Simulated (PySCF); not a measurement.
Vertical excitations of a molecule C4H9Cl from TDDFT-LC-ωPBE/def2-SVPD (PySCF), as energy in eV (oscillator strength): 7.25 (0.000), 7.25 (0.000), 8.96 (0.080), 8.96 (0.080). Lowest triplet (TDA): 6.49 eV. Geometry optimised at B3LYP-D3(BJ)/def2-SVP. The values are those of a single conformer.

**Question.** Which molecule gave these data?
A. CC(C)(C)Cl
B. CC(C)CCl
C. CCCCCl
D. CC[C@H](C)Cl

**Answer.** A, CC(C)(C)Cl
